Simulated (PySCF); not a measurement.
Molecule: `[SiH3]Oc1cccs1`, C$_{4}$H$_{6}$OSSi.

Bonds (- single, = double, # triple, : aromatic): Si1-O2, O2-C3, C3:C4, C4:C5, C5:C6, C6:S7, S7:C3. Si1 carries H8, H9, H10; C4 carries H11; C5 carries H12; C6 carries H13.

Frames of a GFN2-xTB Langevin trajectory at 400 K; GIAO PBE0/pcSseg-1 shieldings in PySCF, gas phase, non-relativistic; equivalent atoms averaged within each frame.

Scale: 29Si (349.16 ppm), 13C (186.93 ppm), 1H (31.72 ppm) vs TMS; H2O for 17O (336.08 ppm); 33S (503.73 ppm) against CS2 (reference shieldings calculated alike). The references are static minima.

How do the shifts (ppm) fluctuate along the trajectory?

Results:


```
         time (fs)    Si1     O2     C3     C5     C6     C4   S7   H12   H13   H11
optimised geometry  -36.3   90.6  169.1  130.3  118.5  112.2  180  6.96  6.33  6.46
               250  -36.9  102.3  177.7  128.7  122.4  105.2  213  7.78  6.31  5.17
               425  -35.6   85.8  169.4  131.6  121.0  121.5  205  7.30  6.00  6.12
               625  -24.9   95.1  178.0  138.1  117.7  115.4  180  7.41  5.99  6.99
               800  -42.2   85.1  166.0  135.5  119.3  112.0  207  6.25  6.72  7.42
              1000  -33.0   98.7  172.4  132.9  126.5  106.6  222  7.84  7.26  5.69
    mean of frames  -34.5   93.4  172.7  133.3  121.4  112.2  205  7.32  6.46  6.28
standard deviation    6.3    7.7    5.2    3.6    3.4    6.7   16  0.64  0.54  0.92
```

5 frames give an uncertainty of the mean of about the standard deviation over 2.2 at best, since frames this close in time may not be independent; classical motion lacks zero-point vibration, and the reference would need the same averaging.
